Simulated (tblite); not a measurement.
F$_{4}$Ge, singlet, at a GFN2-xTB geometry; GFN1-xTB run with tblite.

tblite was given this input:
```
$ tblite run mol.xyz --method gfn1 --charge 0 --spin 0 --etemp 2000 --json tblite.json --no-restart

# file mol.xyz
5

F      1.28249365    -1.06843622    -0.11172530
Ge    -0.00000000    -0.00000000    -0.00000000
F      0.58041552     1.56903814     0.00809899
F     -1.01772117    -0.21135552    -1.31087792
F     -0.84518800    -0.28924641     1.41450423
```

### Question
What does tblite print? Leave out banner, timings and long lists.

### Answer

```
xTB calculator
 | screened Coulomb repulsion
 | Coulomb electrostatics
 |  * isotropic Klopman-Ohno-Mataga-Nishimoto electrostatics
 |  * onsite third-order electrostatics
 | DFT-D3(BJ) dispersion correction

halogen bonding energy    0.0000000000000E+00 Eh
repulsion energy          2.4271034995989E-02 Eh
dispersion energy        -8.8173032064118E-04 Eh
number of electrons       3.2000000000000E+01 e
integral cutoff           4.0000000000000E+01 bohr

------------------------------------------------------------
  cycle        total energy    energy error   density error
------------------------------------------------------------
      1     -20.68574038364  -2.0709130E+01   8.1360368E-01
      2     -19.77433587563   9.1140451E-01   1.2569117E+00
      3     -21.76949994426  -1.9951641E+00   3.9995589E-01
      4     -22.27021764384  -5.0071770E-01   9.1654351E-02
      5     -22.27437904743  -4.1614036E-03   8.5044562E-02
      6     -22.29165378255  -1.7274735E-02   4.0849488E-02
      7     -22.29776438610  -6.1106036E-03   1.6168857E-02
      8     -22.29872817271  -9.6378661E-04   5.6047514E-03
      9     -22.29876750713  -3.9334412E-05   2.5938596E-03
     10     -22.29878032679  -1.2819664E-05   3.1415672E-04
     11     -22.29878060254  -2.7575459E-07   5.0809609E-06
------------------------------------------------------------

electronic energy        -2.2322169907219E+01 Eh
total energy             -2.2298780602544E+01 Eh

Post processing:
 | Mayer-Wiberg bond orders

[Info] JSON dump of results written to 'tblite.json'
```
